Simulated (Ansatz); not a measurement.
Consider the substitution at a C–C bond: `CNCC#CS` + `[SiH3]S` → `CNCS[SiH3]` + `C#CS`.

Calculated with Ansatz (gas phase, PBE0-D4/def2-TZVP geometries, no zero-point term in ΔE). CCSD(T)/CBS is the MP2 limit (def2-TZVPP, def2-QZVPP) plus CCSD(T) − MP2 in def2-TZVPP, frozen cores. This one scheme is used for every species. Functionals use def2-TZVPP. One conformer a species, not always the lowest.

`CNCC#CS`:

```xyz
13

C    -1.654   -1.601    0.240
N    -0.437   -0.950   -0.188
C    -0.228    0.319    0.482
C     0.901    1.055   -0.057
C     1.833    1.667   -0.516
S     3.038    2.594   -1.224
H    -2.559   -0.979    0.130
H    -1.570   -1.876    1.295
H    -1.798   -2.521   -0.329
H    -0.444   -0.801   -1.189
H    -0.054    0.123    1.548
H    -1.116    0.978    0.439
H     4.088    1.994   -0.631
```

`[SiH3]S`:

Z-matrix (Å, degrees):
```
Si
S 1 2.137
H 1 1.485 2 111.6
H 1 1.485 2 111.6 3 -122.0
H 1 1.482 2 104.8 3 119.0
H 2 1.344 1 94.7 3 60.9
```

`CNCS[SiH3]`:

```xyz
14

C     2.259   -0.641   -0.397
N     1.198   -0.076   -1.203
C    -0.098   -0.138   -0.642
S    -0.277    0.857    0.947
Si   -2.366    0.651    1.226
H     2.046   -1.696   -0.211
H     2.389   -0.147    0.575
H     3.200   -0.583   -0.947
H     1.422    0.863   -1.505
H    -0.831    0.255   -1.346
H    -0.347   -1.172   -0.398
H    -2.753   -0.772    1.434
H    -3.114    1.153    0.041
H    -2.726    1.446    2.425
```

`C#CS`:

```xyz
5

C     0.098    0.066    1.245
C     0.090   -0.180    0.067
S     0.139   -0.647   -1.546
H     0.099    0.295    2.284
H    -0.425    0.466   -2.050
```

```csv
level,ΔE (eV)
ωB97X-V,0.22
MP2/def2-QZVPP,0.18
```

Q: What does CCSD(T)/CBS give? (An estimate is asked.)

A: Ansatz gave: +0.18 eV. The listed levels differ from it by 0.04, 0.00 eV.

Largest T1 diagnostic among the species: 0.013.

In def2-TZVPP, CCSD(T) changes the Hartree–Fock value by −0.13 eV (the triples alone add −0.04 eV) and MP2 by −0.15 eV. From PBE to PBE0 (25 % exact exchange), in def2-TZVPP and without D4, ΔE moves by +0.05 eV.
